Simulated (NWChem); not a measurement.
SnH$_{3}$O$_{2}$F; SMILES [F][SnH]([OH])[OH]

```xyz
7

Sn    -0.0110    -0.0208    -0.2753
O     -0.6305    -1.7144     0.5674
O      1.8696     0.3649     0.2794
F     -0.9868     1.4809     0.5252
H     -0.3068    -0.1169    -1.9592
H     -0.3155    -1.7532     1.4922
H      1.8603     1.2053     0.7814
```
Atoms are numbered in this order, from 1.

Level: PBE-D3(BJ)/def2-SVP with def2 effective core potentials on Sn (NWChem), optimised geometry, unscaled harmonic frequencies. def2 effective core potentials on Sn; no spin-orbit coupling.

| frequency (cm⁻¹) | IR intensity (km/mol) |
|---|---|
| 104 | 29.1 |
| 150 | 22.1 |
| 175 | 24.0 |
| 194 | 91.2 |
| 235 | 97.5 |
| 512 | 26.6 |
| 527 | 37.8 |
| 595 | 20.4 |
| 605 | 62.2 |
| 618 | 80.3 |
| 858 | 108.5 |
| 869 | 53.7 |
| 1909 | 73.6 |
| 3689 | 61.8 |
| 3706 | 63.6 |

- zero-point energy: 21.1 kcal/mol
- thermal correction to the enthalpy at 298.15 K (with zero-point energy): 26.0 kcal/mol
- heat capacity Cv: 21.9 cal/(mol K)
- entropy at 298.15 K and 1 atm (symmetry number 1): 82.8 cal/(mol K)

Rigid rotor and harmonic oscillator.
